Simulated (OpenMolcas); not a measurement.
V2+ (d3) among equal point charges was computed by CASSCF with the d shell active (OpenMolcas, ANO-RCC-VDZP on the metal). Its lowest spin-free states, and all those of the highest spin:

```json
{"2S+1": "4", "Degeneracy": "2", "E (cm-1)": "0.0"}
{"2S+1": "4", "Degeneracy": "2", "E (cm-1)": "4906"}
{"2S+1": "4", "Degeneracy": "2", "E (cm-1)": "9624"}
{"2S+1": "4", "Degeneracy": "1", "E (cm-1)": "10389"}
{"2S+1": "2", "Degeneracy": "2", "E (cm-1)": "15020"}
{"2S+1": "2", "Degeneracy": "2", "E (cm-1)": "15773"}
{"2S+1": "2", "Degeneracy": "2", "E (cm-1)": "15785"}
{"2S+1": "2", "Degeneracy": "1", "E (cm-1)": "16410"}
{"2S+1": "2", "Degeneracy": "1", "E (cm-1)": "19277"}
{"2S+1": "2", "Degeneracy": "2", "E (cm-1)": "19716"}
{"2S+1": "4", "Degeneracy": "2", "E (cm-1)": "19728"}
{"2S+1": "2", "Degeneracy": "2", "E (cm-1)": "19794"}
{"2S+1": "4", "Degeneracy": "1", "E (cm-1)": "22984"}
```

Task: Is the site octahedral, tetrahedral or cube-like, axial, or of lower symmetry?

Result: The states with 2S+1 = 4 have orbital degeneracies 2, 2, 2, 1, 2, 1. There are pairs but no triples, so the site is axial: not cubic, but with a proper or improper axis of order three or more. The run had V2+ among 5 point charges of -2 e arranged as a trigonal bipyramid (D3h), 1.97 Å from the ion. The active orbitals were held to one l.

An orbital doublet at a regular site is open to a Jahn-Teller distortion, which this geometry leaves out. Without dynamic correlation the repulsion within the d shell is too large (B by tens of per cent), so at a given field states of lower spin stand too high. This is an electrostatic model: the charges have no orbitals. An unlabelled pair can be two single states that coincide in this model. No measured value stands beside these numbers.
